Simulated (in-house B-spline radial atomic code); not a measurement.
Checks on a self-consistent run for Ce, [Xe] 5d1 6s2 7s1. Level of theory: Dirac-Hartree-Fock, average of configuration, Fermi nucleus of rms radius 4.8771 fm; calculated with a B-spline radial code for spherical atoms.

```tsv
orbital	q	ε (Eh)	<1/r>	<r²>	small-component weight
1s1/2	2	-1495.40634	63.3411	0.000820602	0.046099
2s1/2	2	-243.86186	14.9519	0.0129806	0.010035
2p1/2	2	-229.64947	14.8933	0.00955825	0.010029
2p3/2	4	-213.18635	13.5006	0.0108127	0.0094308
3s1/2	2	-54.68796	5.41403	0.0878687	0.003095
3p1/2	2	-48.64008	5.3155	0.0830463	0.0030242
3p3/2	4	-45.32881	4.97188	0.0903864	0.0028644
3d3/2	4	-34.88581	4.82308	0.0740605	0.0027263
3d5/2	6	-34.18534	4.73553	0.0761455	0.0026787
4s1/2	2	-12.23087	2.22861	0.453603	0.00093687
4p1/2	2	-9.88799	2.12366	0.485031	0.00087077
4p3/2	4	-9.16462	2.01817	0.522629	0.00082433
4d3/2	4	-5.23612	1.79889	0.620739	0.00067872
4d5/2	6	-5.10720	1.7713	0.636267	0.00066474
5s1/2	2	-2.23169	0.884658	2.48459	0.00021057
5p1/2	2	-1.47146	0.793015	3.0678	0.00017406
5p3/2	4	-1.35151	0.755418	3.33182	0.00016128
5d3/2	0.4	-0.46834	0.537562	6.59429	8.5186e-05
5d5/2	0.6	-0.45968	0.528931	6.78079	8.2641e-05
6s1/2	2	-0.31473	0.321094	16.9977	3.1877e-05
7s1/2	1	-0.07319	0.111695	126.674	3.616e-06
```

Electron-electron repulsion V_ee = 3191.1144 hartree.

Q: What total energy follows from the eigenvalues?

A: The eigenvalues count the repulsion twice, so E = Σqε - V_ee = -5669.669 - 3191.114 = -8860.784 hartree; the run printed -8860.784.

Q: Does the Dirac virial theorem hold?

A: For a point nucleus E = -2c²Σq·w, with w the small-component weight. Here Σq·w = 0.2359 and c = 137.0360, so the ratio E/(-2c²Σq·w) is 1.000085; the finite nucleus accounts for the departure from 1.

Q: What diamagnetic shielding (Lamb formula) and susceptibility (Langevin formula) do the radii give?

A: σ = (α²/3)Σq<1/r> = 371.691/(3·137.036²) = 6597.7 ppm, and χ = -0.79199×10⁻⁶·Σq<r²> = -161.3×10⁻⁶ cm³/mol with Σq<r²> = 203.62 bohr². Both are non-relativistic formulas without the paramagnetism of open shells; for so heavy an element the full relativistic shielding is larger by tens of per cent.
